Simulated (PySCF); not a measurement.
**Worked example: dipole moment from atomic charges**

BHFCl, SMILES FBCl. Atoms are numbered in the order given.

```xyz
4

B     -0.5310     0.5766     0.0000
H     -1.7035     0.7788     0.0000
F      0.3143     1.5787     0.0000
Cl     0.0900    -1.0512     0.0000
```
Charge 0, spin multiplicity 1.

The structure is a stationary point at PBE0-D3(BJ)/def2-TZVP.

Charges (e) from CAM-B3LYP/def2-TZVPD in PySCF:

```
atom  ESP fit     IAO
----  -------  ------
B1      0.393   0.372
H2     -0.063  -0.001
F3     -0.195  -0.296
Cl4    -0.134  -0.074
```

The dipole moment of the full density is 0.77 D.

Question: What dipole moment does each set of point charges give, and which comes closer to that of the density?

Answer: 
μ = Σ q r, and 1 e Å = 4.8032 D.
ESP fit: Σ q r = (-0.175, 0.011, 0.000) e Å, |μ| = 0.84 D.
IAO: Σ q r = (-0.296, -0.176, 0.000) e Å, |μ| = 1.65 D.
ESP fit comes closer in size. Point charges leave out the atoms' own dipoles (lone pairs, polarised bonds); fits to the potential absorb them, partitions of the density don't.
